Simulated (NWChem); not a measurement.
Program: NWChem. System: I₂, charge 0, spin multiplicity 1, displaced from the optimised geometry.

Input file:

```
start mol
memory heap 100 mb stack 700 mb global 1900 mb
geometry units angstroms nocenter noautoz noautosym
  I      0.000000     0.000000     1.126625
  I      0.000000     0.000000    -1.341220
end
basis spherical
  * library def2-svp
end
ecp
  I library def2-ecp
end
scf
  rhf
  nopen 0
  maxiter 100
  thresh 1e-7
  semidirect memsize 60000000 filesize 0
end
tce
  freeze core 8
  cr-ccsd(t)
  2eorb
  2emet 13
  thresh 1e-6
  maxiter 100
  tilesize 24
end
task tce energy
```

The output up to the point where the run's verdict is printed (cleaned and shortened):

```
             Northwest Computational Chemistry Package (NWChem) 7.3.0
             --------------------------------------------------------

                                NWChem Input Module
                                -------------------

 Scaling coordinates for geometry "geometry" by  1.889725989
 (inverse scale =  0.529177249)

                             Geometry "geometry" -> ""
                             -------------------------

 Output coordinates in angstroms (scale by  1.889725989 to convert to a.u.)

  No.       Tag          Charge          X              Y              Z
 ---- ---------------- ---------- -------------- -------------- --------------
    1 I                   53.0000     0.00000000     0.00000000     1.12662500
    2 I                   53.0000     0.00000000     0.00000000    -1.34122000

 Effective nuclear repulsion energy (a.u.)     602.3307348882

            Nuclear Dipole moment (a.u.)
            ----------------------------
        X                 Y               Z
 ---------------- ---------------- ----------------
     0.0000000000     0.0000000000   -21.4928646715


 Summary of "ao basis" -> "" (spherical)
 ------------------------------------------------------------------------------
       Tag                 Description            Shells   Functions and Types
 ---------------- ------------------------------  ------  ---------------------
 *                          def2-svp                  on all atoms

 Summary of "ao basis" -> "ao basis" (spherical)
 ------------------------------------------------------------------------------
       Tag                 Description            Shells   Functions and Types
 ---------------- ------------------------------  ------  ---------------------
 I                          def2-svp                10       26   4s4p2d

                                 NWChem SCF Module
                                 -----------------

  ao basis        = "ao basis"
  functions       =    52
  atoms           =     2
  closed shells   =    25
  open shells     =     0
  charge          =   0.00
[...]
     1   0 0 1      0.000000      0.000000    -10.138144

     2   2 0 0    -40.884704      0.000000      0.000000
     2   1 1 0      0.000000      0.000000      0.000000
     2   1 0 1      0.000000      0.000000      0.000000
     2   0 2 0    -40.884704      0.000000      0.000000
     2   0 1 1     -0.000000      0.000000      0.000000
     2   0 0 2    -36.077017      0.000000    273.914469

                   NWChem Extensible Many-Electron Theory Module
                   ---------------------------------------------


            General Information
            -------------------
      Number of processors :     1
         Wavefunction type : Restricted Hartree-Fock
          No. of electrons :    50
           Alpha electrons :    25
            Beta electrons :    25
           No. of orbitals :   104
            Alpha orbitals :    52
             Beta orbitals :    52
        Alpha frozen cores :     8
         Beta frozen cores :     8
     Alpha frozen virtuals :     0
      Beta frozen virtuals :     0
         Spin multiplicity : singlet
    Number of AO functions :    52
       Number of AO shells :    20
        Use of symmetry is : off
      Symmetry adaption is : off
         Schwarz screening : 0.10D-09

          Correlation Information
          -----------------------
          Calculation type : Coupled-cluster singles & doubles w/ perturbation
   Perturbative correction : Completely renormalized (T)
            Max iterations :      100
        Residual threshold : 0.10D-05
     T(0) DIIS level shift : 0.00D+00
     L(0) DIIS level shift : 0.00D+00
     T(1) DIIS level shift : 0.00D+00
     L(1) DIIS level shift : 0.00D+00
     T(R) DIIS level shift : 0.00D+00
     T(I) DIIS level shift : 0.00D+00
   CC-T/L Amplitude update :  5-th order DIIS
                I/O scheme : Global Array Library
        L-threshold :  0.10D-05
        EOM-threshold :  0.10D-05
 no EOMCCSD initial starts read in
 TCE RESTART OPTIONS
 SLICE:      F
 D4D5:       F
 quantumc:   F
 qrotation:  F
 pwtce:      F
 qducc:      F
 nacto:                         0
 nrotv:                         0
 nrot:                          0

            Memory Information
            ------------------
          Available GA space size is     249034096 doubles
          Available MA space size is     104850452 doubles

 Maximum block size supplied by input
 Maximum block size        24 doubles

 tile_dim =     17

 -------------------------------------------------

 Global array virtual files algorithm will be used

 Parallel file system coherency ......... OK

 4-electron integrals stored in orbital form

 v2    file size   =           983066
 4-index algorithm nr.  13 is used
 imaxsize =       30
 imaxsize ichop =        0


CCSD iterations
 ---------------------------------------------------------
 Iter          Residuum       Correlation     Cpu    Wall
 ---------------------------------------------------------
    1   0.0847011542662  -0.2331173230705     0.2     0.2
    2   0.0219107552398  -0.2432203629562     0.2     0.2
    3   0.0075404120264  -0.2461955953276     0.2     0.2
    4   0.0028794288457  -0.2469192374843     0.2     0.2
    5   0.0012013842426  -0.2471814623411     0.2     0.2
    6   0.0002852937102  -0.2473181199932     0.2     0.2
    7   0.0001395437074  -0.2473287088288     0.2     0.2
    8   0.0000802988429  -0.2473299111272     0.2     0.2
    9   0.0000471063084  -0.2473301967212     0.2     0.2
   10   0.0000278108365  -0.2473305184232     0.2     0.2
   11   0.0000016120054  -0.2473309581901     0.2     0.2
   12   0.0000005695865  -0.2473309817432     0.2     0.2
 -----------------------------------------------------------------
 Iterations converged
 CCSD correlation energy / hartree =        -0.247330981743216
 CCSD total energy / hartree       =      -593.548906306882031

 Singles contributions

 Doubles contributions
 CR-CCSD(T)
```

The run crashed. NWChem stopped with the message: ccsd_t 3.
